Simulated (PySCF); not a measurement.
**Electron correlation in Te⁻ (tellurium, charge -1)**

[Kr] 4d10 5s2 5p5, 2P determinant. Calculation: PySCF 2.14, in aug-cc-pVQZ-PP with one added diffuse shell each of s, p, d, f, g type with ECP28MDF (8s8p6d4f3g, 117 functions); scalar relativity through the core potential. Frozen: 4s2 4p6 4d10; 7 electrons correlated.

MP2 pair energies summed by pair of shells (mhartree):

```csv
pair,energy,share (%)
5p-5p,-76.18,59.2
5s-5p,-44.45,34.5
5s-5s,-8.07,6.3
```

Total MP2 correlation energy: -128.70 mhartree.

Same-spin part -27.45 and opposite-spin part -101.25 mhartree; SCS-MP2 scales them by 1/3 and 6/5 to -130.65 mhartree.
